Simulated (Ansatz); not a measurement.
Two isomers of F2GeH4Si: A = `F[SiH](F)[GeH3]`, B = `[F][GeH]([F])[SiH3]`.

Computed with Ansatz on PBE0-D4/def2-TZVP structures; ΔE is electronic, products minus reactants. CCSD(T)/CBS is the MP2 limit (def2-TZVPP, def2-QZVPP) plus CCSD(T) − MP2 in def2-TZVPP, frozen cores. Functionals use def2-TZVPP. For Ge outer-core shells are correlated without core-valence functions, which leaves a few kJ/mol of doubt a bond. Scalar relativity is left out up to krypton.

A:

Z-matrix (Å, degrees):
```
Si
F 1 1.592
Ge 1 2.377 2 109.5
F 1 1.592 2 107.0 3 118.6
H 1 1.481 2 107.4 3 -126.4
H 3 1.536 1 109.5 2 179.0
H 3 1.536 1 109.5 2 -61.7
H 3 1.534 1 110.3 2 58.6
```

B:

Z-matrix (Å, degrees):
```
Ge
F 1 1.735
Si 1 2.387 2 108.3
F 1 1.735 2 104.0 3 -115.0
H 1 1.537 2 106.1 3 133.2
H 3 1.484 1 108.3 2 -176.2
H 3 1.482 1 108.1 2 -55.9
H 3 1.484 1 108.3 2 64.3
```

Q: Which is lower in electronic energy at CCSD(T)/CBS, and by how much? (Estimate.)

A: The calculation gave: A, by 36.1 kcal/mol.

Q: Give E(B) − E(A) in kcal/mol with CCSD(T)/def2-TZVPP, BLYP-D4, B2PLYP, CCSD/def2-TZVPP, HF/def2-TZVPP, r2SCAN-D4, PBE0-D4. (An estimate is asked.)

A: Computed: CCSD(T)/def2-TZVPP 34.5, BLYP-D4 31.8, B2PLYP 34.0, CCSD/def2-TZVPP 35.0, HF/def2-TZVPP 34.1, r2SCAN-D4 34.2, PBE0-D4 33.6. None reverses the order clearly.

Q: Does the order hold for the free energy at 298.15 K (harmonic terms from PBE0-D4)? (An estimate is asked.)

A: Ansatz gave: Yes: G(B) − G(A) = +35.6 kcal/mol.

Largest T1 diagnostic: 0.013.

At CCSD(T), def2-SVP lies −9.0 kcal/mol from the extrapolated value and def2-TZVPP −1.6 kcal/mol. Leaving LDA and LC-ωPBE aside and taking each functional with its dispersion term where it has one, the values, not all of them listed here, spread over 4.7 kcal/mol, from revPBE-D4 to r2SCAN0-D4. LDA lies +4.2 kcal/mol from PBE without D4.
